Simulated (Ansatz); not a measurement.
The cluster Li4F5⁻, relaxed as a singlet with RKS B3LYP-D4/def2-SVPD in Ansatz, starting from the GFN1-xTB geometry. Force threshold 0.02 eV/Å.

The structure comes from a short search, and lower isomers may exist.

Start:

```xyz
9

Li    0.712   -1.402   -0.627
Li    1.002   -0.090    1.356
Li   -0.639    1.459    0.582
Li   -0.954    0.127   -1.392
F     0.146    1.224    2.125
F    -0.472   -1.473   -1.911
F    -1.874    1.414   -0.650
F     0.605    0.452   -0.398
F     1.474   -1.711    0.913
```

(1) Estimate the energy that the relaxation releases and the steps that it takes.

(2) Does the start keep its bonding and symmetry?

(3) Predict the relaxed structure.

Results:

(1) 0.05 eV, in 4 steps; 13 s on 4 threads of Arm Neoverse V1 on a shared host. No frequencies were taken in this run, so the end may be a saddle point.

(2) By distances, no bond broke or formed. The bond that changes most is Li3–F7, from 1.74 to 1.78 Å (atoms count from 1). Point group C2v at the start, C4v at the end, both within 0.05 Å.

(3) 
```
atom   x (Å)   y (Å)   z (Å)
 Li1   0.745  -1.423  -0.648
 Li2   1.055  -0.076   1.371
 Li3  -0.639   1.502   0.579
 Li4  -0.950   0.155  -1.439
  F5   0.111   1.205   2.164
  F6  -0.515  -1.507  -1.901
  F7  -1.907   1.439  -0.666
  F8   0.594   0.444  -0.388
  F9   1.505  -1.739   0.928
```
Bond lengths (bridged metal pairs left out): 12 × F–Li 1.78 to 1.89 Å.
